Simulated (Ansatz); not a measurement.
Pulling on the Cd1–H2 bond in CdFH (SMILES [F][CdH]) (multiplicity 1 held, fragments rigid). Energies count from the point at 1.635 Å.
Geometry at that point (charge 0, multiplicity 1):
```json
[
 {"atom": "Cd", "x (Å)": "0.0000", "y (Å)": "0.0000", "z (Å)": "-0.2748"},
 {"atom": "H", "x (Å)": "0.0000", "y (Å)": "0.0000", "z (Å)": "-1.9099"},
 {"atom": "F", "x (Å)": "0.0000", "y (Å)": "0.0000", "z (Å)": "1.6778"}
]
```

Signs of static correlation in def2-SVP, with CASSCF(2,2), from Ansatz (a quantum-chemistry and plane-wave program) runs.

| R (Å) | T1 of restricted CCSD | ⟨S²⟩ of UHF | largest double amplitude of restricted CCSD | weight of the CASSCF reference in MRCISD | CASSCF natural occupations |
|---|---|---|---|---|---|
| 1.308 | 0.017 | 0.000 | 0.034 | 0.922 | 1.98 0.02 |
| 1.472 | 0.017 | 0.000 | 0.039 | 0.923 | 1.98 0.02 |
| 1.635 | 0.018 | 0.000 | 0.050 | 0.923 | 1.97 0.03 |
| 1.799 | 0.018 | 0.000 | 0.067 | 0.924 | 1.96 0.04 |
| 1.962 | 0.019 | 0.000 | 0.088 | 0.925 | 1.95 0.05 |
| 2.207 | 0.021 | 0.000 | 0.132 | 0.925 | 1.91 0.09 |
| 2.453 | 0.024 | 0.407 | 0.188 | 0.926 | 1.86 0.14 |
| 2.861 | 0.032 | 0.778 | ? | 0.926 | 1.73 0.27 |
| 3.270 | 0.041 | 0.918 | 0.457 | 0.926 | 1.55 0.45 |
| 3.761 | 0.052 | 0.977 | 0.630 | 0.926 | 1.34 0.66 |
| 4.415 | 0.060 | 0.998 | ? | 0.926 | 1.16 0.84 |
| 5.232 | 0.061 | 1.003 | 0.898 | 0.926 | 1.06 0.94 |

Q: What belongs in the gaps?

A: 
- 2.861, largest double amplitude of restricted CCSD: 0.311
- 4.415, largest double amplitude of restricted CCSD: 0.797

Doubts at one or more of the structures used: a restricted determinant that unrestricted orbitals would lower (R-CCSD(T)/def2-SVP); other coupled-cluster roots lie near (R-CCSD(T)/def2-SVP); T1 above 0.05 (R-CCSD(T)/def2-SVP, U-CCSD(T)/def2-SVP); a spin-contaminated determinant (U-CCSD(T)/def2-SVP).
